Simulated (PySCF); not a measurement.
Al(F)(OH)(SMe) (CH4AlFOS), SMILES C[S][Al]([OH])[F]. The structure is a stationary point at PBE-D3(BJ)/def2-SVP. The structure was generated by enumeration; whether it is a known compound was not checked. The values are those of a single conformer.

Computed equilibrium geometry at PBE-D3(BJ)/def2-SVP (PySCF confirms it by a frequency run) as a Z-matrix, and its point group (one conformer of several):
point group Cs.
```
Al
F 1 1.6752
O 1 1.7119 2 121.66
H 3 0.9695 1 123.40 2 0.00
S 1 2.1688 2 120.34 3 180.00
C 5 1.8529 1 99.22 2 180.00
H 6 1.1055 5 111.85 1 0.00
H 6 1.1062 7 109.48 5 120.08
H 6 1.1062 7 109.48 8 119.85
```
